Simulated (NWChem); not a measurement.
benzoquinone (C₆H₄O₂); SMILES O=C1C=CC(=O)C=C1

```xyz
12

O      0.0000    -2.6873     0.0000
C      0.0000    -1.4560     0.0000
C      1.2696    -0.6776     0.0000
C      1.2696     0.6776     0.0000
C      0.0000     1.4560     0.0000
O      0.0000     2.6873     0.0000
C     -1.2696     0.6776     0.0000
C     -1.2696    -0.6776     0.0000
H      2.1957    -1.2737     0.0000
H      2.1957     1.2737     0.0000
H     -2.1957     1.2737     0.0000
H     -2.1957    -1.2737     0.0000
```
Atoms are numbered in this order, from 1.

All runs: NWChem. Pople sets run with spherical d functions. Coordinates come from a PBE-D3(BJ)/def2-SVP optimisation. Atomic charges in e: unrestrained fits to the electrostatic potential beside Mulliken populations; buried atoms are poorly determined by the fit.

For level Hartree-Fock/6-31G*:

```yaml
Mulliken O1: -0.55
ESP C2: 0.75
Mulliken C2: 0.53
Mulliken C3: -0.25
Mulliken C4: -0.25
ESP C5: 0.74
Mulliken C5: 0.53
```

What are these values for level B3LYP/def2-SVP?


- Mulliken O1 = -0.18
- ESP C2 = 0.64
- Mulliken C2 = 0.14
- Mulliken C3 = 0.00
- Mulliken C4 = 0.00
- ESP C5 = 0.63
- Mulliken C5 = 0.14
